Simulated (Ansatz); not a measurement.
`F[BH][GeH2][SH]`. The species carries charge 0 and has multiplicity 1. The geometry is a stationary point of PBE0-D4/def2-TZVP. It is one conformer, not always the lowest.

```xyz
8

F     1.171    1.824   -0.722
B     0.607    1.252    0.323
Ge    0.212   -0.787    0.283
S    -1.894   -0.867   -0.488
H     0.263    1.967    1.223
H     1.124   -1.641   -0.617
H     0.108   -1.427    1.675
H    -1.591   -0.322   -1.677
```

(1) What is the dipole moment at PBE/def2-TZVPP? (Estimate.)

(2) And with r2SCAN, B3LYP, ωB97M-V? (Estimate.)

(3) Give the Mulliken charges with PBE, r2SCAN, ωB97M-V in def2-TZVPP. (An estimate is asked.)

## Answers

(1) Computed: 1.07 D, with components (1.02, 0.28, 0.15) D in this frame, pointing from negative to positive charge.

(2) Computed: r2SCAN 1.16 D, B3LYP 1.17 D, ωB97M-V 1.28 D.

(3) The calculation gave: 
| atom | PBE | r2SCAN | ωB97M-V |
| --- | --- | --- | --- |
| F1 | -0.15 | -0.21 | -0.19 |
| B2 | 0.20 | 0.26 | 0.21 |
| Ge3 | 0.15 | 0.20 | 0.05 |
| S4 | -0.31 | -0.33 | -0.30 |
| H5 | -0.01 | -0.02 | 0.04 |
| H6 | 0.00 | 0.00 | 0.03 |
| H7 | 0.00 | 0.00 | 0.04 |
| H8 | 0.12 | 0.11 | 0.12 |

B3LYP here is the variant with VWN-RPA as its local correlation; programs differ in this.
